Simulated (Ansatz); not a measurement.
Consider the formal exchange of groups at the Si–C bond: `C=C[SiH3]` + `O[SiH2]O` → `O[SiH](O)[SiH3]` + `C=C`.

Program: Ansatz. Geometries: PBE0-D4/def2-TZVP. ΔE: electronic, gas phase. CCSD(T)/CBS is the MP2 limit (def2-TZVPP, def2-QZVPP) plus CCSD(T) − MP2 in def2-TZVPP, frozen cores. This one scheme is used for every species. DFT in def2-TZVPP. B3LYP here is the variant with VWN-RPA as its local correlation; programs differ in this. One conformer a species, not always the lowest.

| level | ΔE (kcal/mol) | difference from CCSD(T)/CBS |
| --- | --- | --- |
| LDA (SPW92) | -0.2 | -2.6 |
| B3LYP-D4 | 1.5 | -0.9 |
| BHLYP-D4 | 2.5 | 0.1 |
| ωB97X-V | 1.7 | -0.7 |
| ωB97M-V | 3.0 | 0.6 |
| PBE-QIDH | 2.2 | -0.2 |
| PBE | -0.7 | -3.1 |
| BLYP | 1.2 | -1.2 |
| r2SCANh | 1.5 | -0.9 |
| LC-ωPBE | 1.2 | -1.2 |
| MP2/def2-SVP | 4.2 | 1.8 |
| CCSD(T)/def2-SVP | 2.7 | 0.3 |
| HF/def2-QZVPP | 4.6 | 2.2 |
| MP2/def2-QZVPP | 4.3 | 1.9 |
| HF/CBS(def2) | 4.7 | 2.3 |
| CCSD/CBS(def2) | 2.6 | 0.2 |
| CCSD(T)/CBS | 2.4 | 0 |

Task: What do rigid-rotor, harmonic-oscillator terms from PBE0-D4/def2-TZVP frequencies (298.15 K, 1 bar) make of the CCSD(T)/CBS value? (An estimate is asked.)

Result: Ansatz gave: ΔZPE = +0.5 kcal/mol, ΔH = +3.5 kcal/mol, ΔS = 2 J/(mol·K), ΔG = +3.3 kcal/mol.

Largest T1 diagnostic among the species: 0.013.

From BLYP to BHLYP (50 % exact exchange), in def2-TZVPP and without D4, ΔE moves by +1.9 kcal/mol. Leaving LDA and LC-ωPBE aside and taking each functional with its dispersion term where it has one, the values, not all of them listed here, spread over 3.9 kcal/mol, from PBE-D4 to ωB97M-V.
